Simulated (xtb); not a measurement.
Input file for xtb: GFN2-xTB on GeH4SSe (SMILES S[Se][GeH3]), a point of a torsion scan.

```
$ xtb mol.xyz --gfn 2 --opt vtight --chrg 0 --uhf 0 --input xcontrol
7

S      2.41653470     0.32566096     0.08433745
Se     0.75334978    -1.15341778     0.49817488
Ge    -1.28097774     0.04768753     0.37882797
H      3.19005242    -0.09158618    -1.00661528
H     -2.14160168    -0.59659564    -0.74842984
H     -2.05302160    -0.13257331     1.69455216
H     -0.94028551     1.51242487     0.06278136
$constrain
  force constant=1.0
  dihedral: 1,2,3,5,120.0
$end
```

It printed:

```
[...]
           -------------------------------------------------
          |                Calculation Setup                |
           -------------------------------------------------



           -------------------------------------------------
          |                 G F N 2 - x T B                 |
           -------------------------------------------------

        Reference                      10.1021/acs.jctc.8b01176
      * Hamiltonian:
        H0-scaling (s, p, d)           1.850000    2.230000    2.230000
        zeta-weighting                 0.500000
      * Dispersion:
        s8                             2.700000
        a1                             0.520000
        a2                             5.000000
        s9                             5.000000
      * Repulsion:
        kExp                           1.500000    1.000000
        rExp                           1.000000
      * Coulomb:
        alpha                          2.000000
        third order                    shell-resolved
        anisotropic                    true
        a3                             3.000000
        a5                             4.000000
        cn-shift                       1.200000
        cn-exp                         4.000000
        max-rad                        5.000000


          ...................................................
          :                      SETUP                      :
          :.................................................:
          :  # basis functions                  34          :
          :  # atomic orbitals                  31          :
          :  # shells                           13          :
          :  # electrons                        20          :
          :  max. iterations                   250          :
          :  Hamiltonian                  GFN2-xTB          :
          :  restarted?                      false          :
          :  GBSA solvation                  false          :
          :  PC potential                    false          :
          :  electronic temp.          300.0000000     K    :
          :  accuracy                    1.0000000          :
          :  -> integral cutoff          0.2500000E+02      :
          :  -> integral neglect         0.1000000E-07      :
          :  -> SCF convergence          0.1000000E-05 Eh   :
          :  -> wf. convergence          0.1000000E-03 e    :
          :  Broyden damping             0.4000000          :
          :  net charge                          0          :
          :  unpaired electrons                  0          :
          ...................................................

 iter      E             dE          RMSdq      gap      omega  full diag
   1    -10.4187147 -0.104187E+02  0.687E+00    2.74       0.0  T
   2    -10.4211854 -0.247077E-02  0.621E+00    2.65       1.0  T
   3    -10.4325686 -0.113832E-01  0.283E+00    2.61       1.0  T
   4    -10.4319699  0.598703E-03  0.177E+00    2.56       1.0  T
   5    -10.4343415 -0.237155E-02  0.497E-01    2.56       1.0  T
   6    -10.4343820 -0.405197E-04  0.415E-01    2.56       1.0  T
   7    -10.4344815 -0.995312E-04  0.110E-01    2.57       1.0  T
   8    -10.4344885 -0.694787E-05  0.534E-02    2.57       1.0  T
   9    -10.4344892 -0.745276E-06  0.159E-02    2.57       2.4  T
  10    -10.4344894 -0.151815E-06  0.129E-02    2.57       2.9  T
  11    -10.4344894 -0.964696E-07  0.226E-03    2.57      16.7  T
  12    -10.4344895 -0.571013E-08  0.397E-04    2.57      95.1  T
  13    -10.4344895 -0.509726E-10  0.124E-04    2.57     304.7  T

   *** convergence criteria satisfied after 13 iterations ***

         #    Occupation            Energy/Eh            Energy/eV
      -------------------------------------------------------------
         1        2.0000           -0.7526653             -20.4811
       ...           ...                  ...                  ...
         4        2.0000           -0.5019221             -13.6580
         5        2.0000           -0.4679402             -12.7333
         6        2.0000           -0.4615441             -12.5593
         7        2.0000           -0.4579006             -12.4601
         8        2.0000           -0.4314507             -11.7404
         9        2.0000           -0.3998413             -10.8802
        10        2.0000           -0.3769180             -10.2565 (HOMO)
        11                         -0.2825570              -7.6888 (LUMO)
        12                         -0.2021813              -5.5016
        13                         -0.1793032              -4.8791
        14                         -0.1585168              -4.3135
        15                         -0.1442178              -3.9244
       ...                                ...                  ...
        31                          1.2108787              32.9497
      -------------------------------------------------------------
                  HL-Ga
[...]
           -0.1730026              -4.7076
        14                         -0.1484016              -4.0382
        15                         -0.1400614              -3.8113
       ...                                ...                  ...
        31                          1.2866041              35.0103
      -------------------------------------------------------------
                  HL-Gap            0.1197968 Eh            3.2598 eV
             Fermi-level           -0.3269657 Eh           -8.8972 eV

 SCC (total)                   0 d,  0 h,  0 min,  0.006 sec
 SCC setup                      ...        0 min,  0.000 sec (  1.257%)
 Dispersion                     ...        0 min,  0.000 sec (  0.427%)
 classical contributions        ...        0 min,  0.000 sec (  0.150%)
 integral evaluation            ...        0 min,  0.002 sec ( 26.659%)
 iterations                     ...        0 min,  0.001 sec ( 21.460%)
 molecular gradient             ...        0 min,  0.003 sec ( 47.548%)
 printout                       ...        0 min,  0.000 sec (  2.211%)

         :::::::::::::::::::::::::::::::::::::::::::::::::::::
         ::                     SUMMARY                     ::
         :::::::::::::::::::::::::::::::::::::::::::::::::::::
         :: total energy             -10.421793919423 Eh    ::
         :: gradient norm              0.000081516942 Eh/a0 ::
         :: HOMO-LUMO gap              3.259836532169 eV    ::
         ::.................................................::
         :: SCC energy               -10.456147240188 Eh    ::
         :: -> isotropic ES            0.000959485636 Eh    ::
         :: -> anisotropic ES          0.000192594267 Eh    ::
         :: -> anisotropic XC          0.004475296950 Eh    ::
         :: -> dispersion             -0.004809814449 Eh    ::
         :: repulsion energy           0.034353320116 Eh    ::
         :: add. restraining           0.000000000648 Eh    ::
         :: total charge              -0.000000000000 e     ::
         :::::::::::::::::::::::::::::::::::::::::::::::::::::

           -------------------------------------------------
          |                Property Printout                |
           -------------------------------------------------

    * Orbital Energies and Occupations

         #    Occupation            Energy/Eh            Energy/eV
      -------------------------------------------------------------
         1        2.0000           -0.7575546             -20.6141
         2        2.0000           -0.7240521             -19.7025
         3        2.0000           -0.6438006             -17.5187
         4        2.0000           -0.5099020             -13.8751
         5        2.0000           -0.4739153             -12.8959
         6        2.0000           -0.4642926             -12.6340
         7        2.0000           -0.4618258             -12.5669
         8        2.0000           -0.4426136             -12.0441
         9        2.0000           -0.3949118             -10.7461
        10        2.0000           -0.3868641             -10.5271 (HOMO)
        11                         -0.2670673              -7.2673 (LUMO)
        12                         -0.2001379              -5.4460
        13                         -0.1730026              -4.7076
        14                         -0.1484016              -4.0382
        15                         -0.1400614              -3.8113
        16                         -0.0827368              -2.2514
        17                         -0.0431616              -1.1745
        18                         -0.0215591              -0.5867
        19                         -0.0130398              -0.3548
        20                         -0.0050258              -0.1368
        21                          0.0022683               0.0617
       ...                                ...                  ...
        31                          1.2866041              35.0103
      -------------------------------------------------------------
                  HL-Gap            0.1197968 Eh            3.2598 eV
             Fermi-level           -0.3269657 Eh           -8.8972 eV

     #   Z          covCN         q      C6AA      α(0)
     1  16 S        1.896    -0.184   148.841    20.534
     2  34 Se       1.854    -0.131   240.124    27.002
Note: The following floating-point exceptions are signalling: IEEE_UNDERFLOW_FLAG IEEE_DENORMAL
normal termination of xtb
     3  32 Ge       3.703     0.144   168.917    23.336
     4   1 H        0.923     0.172     1.251     1.749
     5   1 H        0.937    -0.005     3.143     2.772
     6   1 H        0.938    -0.002     3.092     2.749
     7   1 H        0.938     0.005     2.963     2.691

 Mol. C6AA /au·bohr⁶  :       2211.235071
 Mol. C8AA /au·bohr⁸  :     131588.878301
 Mol. α(0) /au        :         80.832849


Wiberg/Mayer (AO) data.
largest (>0.10) Wiberg bond orders for each atom

 ---------------------------------------------------------------------------
     #   Z sym  total        # sym  WBO       # sym  WBO       # sym  WBO
 ---------------------------------------------------------------------------
     1  16 S    2.225 --     2 Se   1.245     4 H    0.937
     2  34 Se   2.426 --     1 S    1.245     3 Ge   0.961
     3  32 Ge   3.495 --     2 Se   0.961     6 H    0.835     5 H    0.835
                             7 H    0.835
     4   1 H    0.970 --     1 S    0.937
     5   1 H    1.000 --     3 Ge   0.835
     6   1 H    1.000 --     3 Ge   0.835
     7   1 H    1.000 --     3 Ge   0.835
 ---------------------------------------------------------------------------

Topologies differ in total number of bonds
Writing topology from bond orders to xtbtopo.mol

molecular dipole:
                 x           y           z       tot (Debye)
 q only:       -0.456      -0.014      -0.535
   full:       -0.555      -0.151      -0.532       1.990
molecular quadrupole (traceless):
                xx          xy          yy          xz          yz          zz
 q only:        1.329      -1.180      -1.056      -3.470       0.703      -0.273
  q+dip:       -1.276      -2.076      -0.481      -4.335       1.886       1.757
   full:       -0.060      -1.759      -0.802      -4.657       1.248       0.863

           -------------------------------------------------
          |                Geometry Summary                 |
           -------------------------------------------------

      molecular mass/u    :      187.6834891
   center of mass at/Å    :        0.3201769      -0.2957835       0.5782459
  moments of inertia/u·Å² :        0.9141540E+02   0.3334107E+03   0.4155610E+03
rotational constants/cm⁻¹ :        0.1844069E+00   0.5056116E-01   0.4056596E-01

 * 4 selected distances

     #   Z          #   Z                                           value/Å
     1  16 S        4   1 H                                       1.3348191 (min)
     3  32 Ge       5   1 H                                       1.5029001 (max)
     3  32 Ge       6   1 H                                       1.5004635
     3  32 Ge       7   1 H                                       1.4989052

 * 2 distinct bonds (by element types)

   Z      Z             #   av. dist./Å        max./Å        min./Å
   1 H   16 S           1     1.3348191     1.3348191     1.3348191
   1 H   32 Ge          3     1.5007563     1.5029001     1.4989052


optimized geometry written to: xtbopt.xyz


           -------------------------------------------------
          | TOTAL ENERGY              -10.421793919423 Eh   |
          | GRADIENT NORM               0.000081516942 Eh/α |
          | HOMO-LUMO GAP               3.259836532169 eV   |
           -------------------------------------------------

------------------------------------------------------------------------
------------------------------------------------------------------------
 total:
 SCF:
 ANC optimizer:
```

The run finished.

Warnings raised: the energy holds the restraint's term.

Cost: about 0.3 core-seconds (a rough figure).
